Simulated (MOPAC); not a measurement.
Input file for MOPAC: PM7 on H3InO (SMILES [OH][InH2]), a point of a torsion scan.

```
PM7 1SCF PRECISE CHARGE=0 THREADS=1
H3InO

O      1.31988033 1    -0.36844733 1    -0.28190297 1
In    -0.58202180 1    -0.08426829 1    -0.46599066 1
H      1.89603674 1     0.10767855 1     0.31160141 1
H     -1.55282390 1    -1.42917092 1    -0.12660245 1
H     -1.16696181 1     1.40605794 1    -1.04617891 1
```

Program output:

```
*******************************************************************************
 **                                                                           **
 **                              MOPAC v23.2.5                                **
 **                                                                           **
 *******************************************************************************
 ** MOPAC's Digital Object Identifier: https://doi.org/10.5281/zenodo.6511958 **
 **                                                                           **
 ** Please cite the open-source release paper for use of this MOPAC version:  **
 ** J. E. Moussa and J. J. P. Stewart (2026)                                  **
 ** MOPAC: An open-source semiempirical molecular orbital program             **
 ** J. Open Source Softw., 11(119), 8025, https://doi.org/10.21105/joss.08025 **
 *******************************************************************************

                              PM7 CALCULATION RESULTS

 *******************************************************************************
 *  PM7        - The PM7 Hamiltonian to be used
 *
 *
 *
 *                 CHARGE ON SYSTEM = 0
 *
 *
 *
 *  PRECISE    - TIGHTER CRITERIA TO BE USED
 *  1SCF       - DO 1 SCF AND THEN STOP
 *  THREADS=1  - MULTI-THREADING NOT USED
 *  T=         - A TIME OF 172800.0 SECONDS REQUESTED
 *  DUMP=N     - RESTART FILE WRITTEN EVERY 7200.0 SECONDS REQUESTED
 *******************************************************************************
PM7 1SCF PRECISE CHARGE=0 THREADS=1
 H3InO

   ATOM   CHEMICAL          X               Y               Z
  NUMBER   SYMBOL      (ANGSTROMS)     (ANGSTROMS)     (ANGSTROMS)

     1       O          1.31988033  *  -0.36844733  *  -0.28190297  *
     2      In         -0.58202180  *  -0.08426829  *  -0.46599066  *
     3       H          1.89603674  *   0.10767855  *   0.31160141  *
     4       H         -1.55282390  *  -1.42917092  *  -0.12660245  *
     5       H         -1.16696181  *   1.40605794  *  -1.04617891  *



          CARTESIAN COORDINATES

    NO.       ATOM           X           Y           Z

     1         O          1.3199     -0.3684     -0.2819
     2        In         -0.5820     -0.0843     -0.4660
     3         H          1.8960      0.1077      0.3116
     4         H         -1.5528     -1.4292     -0.1266
     5         H         -1.1670      1.4061     -1.0462

 General Reference for PM7:
 "Optimization of Parameters for Semiempirical Methods VI: More Modifications to the
 NDDO Approximations and Re-optimization of Parameters", J. J. P. Stewart, J. Mol. Mod., 1:32, 19 (2013)
 https://link.springer.com/article/10.1007/s00894-012-1667-x

           Empirical Formula: H3 O In  =     5 atoms



      MOLECULAR POINT GROUP   :   C1


      RHF CALCULATION, NO. OF DOUBLY OCCUPIED LEVELS = 6


 -------------------------------------------------------------------------------
 PM7 1SCF PRECISE CHARGE=0 THREADS=1
 H3InO



     1SCF WAS SPECIFIED, SO BFGS WAS NOT USED
     SCF FIELD WAS ACHIEVED


                              PM7 CALCULATION
                                                       MOPAC v23.2.5 Linux




          FINAL HEAT OF FORMATION =          3.06656 KCAL/MOL =      12.83048 KJ/MOL


          COSMO AREA              =         83.77 SQUARE ANGSTROMS
          COSMO VOLUME            =         65.64 CUBIC ANGSTROMS

          IONIZATION POTENTIAL    =         10.741110 EV
          HOMO LUMO ENERGIES (EV) =        -10.741  1.494
          NO. OF FILLED LEVELS    =          6
          MOLECULAR WEIGHT        =        133.8431         POINT GROUP:  C1

          MOLECULAR DIMENSIONS (Angstroms)

            Atom       Atom       Distance
            H     4    H     3     3.80113
            H     5    O     1     2.69632
            H     3    O     1     0.53780


          SCF CALCULATIONS        =          1





   ATOM   CHEMICAL          X               Y               Z
  NUMBER   SYMBOL      (ANGSTROMS)     (ANGSTROMS)     (ANGSTROMS)

     1       O          1.31988033  *  -0.36844733  *  -0.28190297  *
     2      In         -0.58202180  *  -0.08426829  *  -0.46599066  *
     3       H          1.89603674  *   0.10767855  *   0.31160141  *
     4       H         -1.55282390  *  -1.42917092  *  -0.12660245  *
     5       H         -1.16696181  *   1.40605794  *  -1.04617891  *

                             CARTESIAN COORDINATES

   1    O        1.319880330    -0.368447330    -0.281902970
   2   In       -0.582021800    -0.084268290    -0.465990660
   3    H        1.896036740     0.107678550     0.311601410
   4    H       -1.552823900    -1.429170920    -0.126602450
   5    H       -1.166961810     1.406057940    -1.046178910


           Empirical Formula: H3 O In  =     5 atoms



      MOLECULAR POINT GROUP   :   C1


                  EIGENVALUES
 -26.18516 -15.78183 -12.85019 -11.82653 -11.71208 -10.74111   1.49364   3.10099
   3.69964   4.11751   6.93290


              NET ATOMIC CHARGES AND DIPOLE CONTRIBUTIONS

  ATOM NO.   TYPE          CHARGE      No. of ELECS.   s-Pop       p-Pop
    1          O          -0.984223        6.9842     1.75818     5.22604
    2         In           0.651284        2.3487     0.67781     1.67090
    3          H           0.373787        0.6262     0.62621
    4          H          -0.021181        1.0212     1.02118
    5          H          -0.019666        1.0197     1.01967
 DIPOLE           X         Y         Z       TOTAL
 POINT-CHG.    -4.388     1.684     0.546     4.732
 HYBRID         2.522    -0.176     0.433     2.565
 SUM           -1.866     1.509     0.979     2.592


          ATOMIC ORBITAL ELECTRON POPULATIONS

     Atom    s        px        py        pz
    1  O   1.75818   1.62713   1.83737   1.76154
    2 In   0.67781   0.60372   0.92507   0.14211
    3  H   0.62621
    4  H   1.02118
    5  H   1.01967

 **********************
 *                    *
 * JOB ENDED NORMALLY *
 *                    *
 **********************




 == MOPAC DONE ==
```

The run finished.

Cost: about 0.020 core-seconds (a rough figure).
